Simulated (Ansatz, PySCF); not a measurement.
CH3FO3Si, SMILES O=CO[Si@@H](O)F. Atoms are numbered in the order given.

```xyz
9

O      1.1646     1.6983     0.3614
C      1.5177     0.6323     0.7914
O      0.8159    -0.4925     0.7178
Si    -0.7038    -0.6059    -0.0488
O     -1.4640     0.8315    -0.0014
F     -0.3661    -1.0746    -1.5522
H      2.4844     0.4697     1.3093
H     -1.4632    -1.6651     0.6242
H     -0.8390     1.5750    -0.0422
```

Geometry: PBE0-D3(BJ)/def2-SVP. The structure was generated by enumeration; whether it is a known compound was not checked. The values are those of a single conformer.

Two levels are set side by side: PBE-D3(BJ)/def2-SVP (Ansatz, a quantum-chemistry and plane-wave program) and PBE0-D3(BJ)/def2-SVP (Ansatz). Each level has its own optimised geometry; the coordinates shown are those of the second. Frequencies come from the Hessian of PySCF at each geometry. Differences are taken from unrounded values.

```csv
quantity,PBE0-D3(BJ),PBE-D3(BJ),PBE-D3(BJ) minus PBE0-D3(BJ)
mean bond length (Å),1.378,1.393,0.015
bond O1–C2 (Å),1.203,1.218,0.016
bond C2–O3 (Å),1.328,1.342,0.014
bond O3–Si4 (Å),1.706,1.730,0.025
bond Si4–O5 (Å),1.627,1.642,0.015
bond Si4–F6 (Å),1.611,1.626,0.015
bond C2–H7 (Å),1.109,1.118,0.010
bond Si4–H8 (Å),1.467,1.479,0.012
bond O5–H9 (Å),0.972,0.988,0.016
highest harmonic wavenumber (cm⁻¹),3765,3507,-258
mean harmonic wavenumber (cm⁻¹),1087,1044,-44
zero-point energy (kcal/mol),32.65,31.34,-1.31
```

Exact exchange shortens and stiffens bonds; PBE has none. Differences between two approximate levels are no errors against the true value.
